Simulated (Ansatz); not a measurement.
Relaxation of H4O3Si (8 atoms, charge 0, multiplicity 1), to a largest force component of 0.03 eV/Å in at most 50 steps.

All numbers below come from RKS PBE-D4/def2-SVP in Ansatz 0.2.0.

```xyz
8
Properties=species:S:1:pos:R:3
Si 0.009 -0.073 0.241
H 0.423 0.026 1.637
O 1.538 -0.515 -0.250
H 2.173 -0.363 0.470
O -0.556 1.360 -0.374
H -1.357 1.260 -0.920
O -1.137 -1.207 -0.187
H -0.863 -2.135 -0.078
```

Task: Where does it end, and by what steps?

Result: It converged. After 9 steps the energy has fallen by 0.269 eV; H4 moved furthest, 0.48 Å.

```json
{"step": "0", "energy less start (eV)": "0.0000", "largest force component (eV/Å)": "1.136", "accepted": "yes"}
{"step": "1", "energy less start (eV)": "-0.1949", "largest force component (eV/Å)": "0.227", "accepted": "yes"}
{"step": "2", "energy less start (eV)": "-0.2149", "largest force component (eV/Å)": "0.164", "accepted": "yes"}
{"step": "3", "energy less start (eV)": "-0.2420", "largest force component (eV/Å)": "0.121", "accepted": "yes"}
{"step": "4", "energy less start (eV)": "-0.2521", "largest force component (eV/Å)": "0.429", "accepted": "yes"}
{"step": "5", "energy less start (eV)": "0.1469", "largest force component (eV/Å)": "3.135", "accepted": "no"}
{"step": "6", "energy less start (eV)": "-0.2657", "largest force component (eV/Å)": "0.152", "accepted": "yes"}
{"step": "7", "energy less start (eV)": "-0.2633", "largest force component (eV/Å)": "0.060", "accepted": "no"}
{"step": "8", "energy less start (eV)": "-0.2682", "largest force component (eV/Å)": "0.055", "accepted": "yes"}
{"step": "9", "energy less start (eV)": "-0.2685", "largest force component (eV/Å)": "0.022", "accepted": "yes"}
```

```xyz
8
Properties=species:S:1:pos:R:3
Si -0.045 -0.115 0.403
H 0.105 0.129 1.869
O 1.393 -0.663 -0.265
H 2.193 -0.190 0.023
O -0.584 1.344 -0.193
H -0.935 1.297 -1.101
O -1.154 -1.296 0.002
H -0.743 -2.155 -0.198
```

Whether the end is a true minimum wasn't checked by a vibrational analysis.

Time of the run: 19 s on 1 thread of Arm Neoverse V2, on a shared host, peak memory 0.14 GiB.
